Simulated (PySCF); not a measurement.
Method: PBE0-D3(BJ)/def2-TZVP in PySCF. All species are isolated molecules in the gas phase. One relaxed conformer stands for a flexible species; it need not be the lowest. Delta-SCF ions had no search for a lower state. Excitations are Tamm–Dancoff values on a coarser integration grid. The basis has no diffuse functions, so Rydberg states are missing or too high.

Reference species (SMILES): `B1B2BC12` (neutral, multiplicity 1).

```yaml
S1–T1 gap (TDA): 0.62 eV
HOMO–LUMO gap: 6.04 eV
HOMO: -7.86 eV
vertical ionisation energy (Delta-SCF): 10.17 eV
```

Changed species: `B=C=BB`.

**Question.** What does the change do to the S1–T1 gap (TDA), HOMO–LUMO gap, HOMO and vertical ionisation energy (Delta-SCF)?

**Answer.** the S1–T1 gap (TDA) decreases by 0.22 eV, to 0.40 eV; the HOMO–LUMO gap drops by 1.93 eV, to 4.11 eV; the HOMO goes up by 0.41 eV, to -7.45 eV; the vertical ionisation energy (Delta-SCF) falls by 0.69 eV, to 9.48 eV.
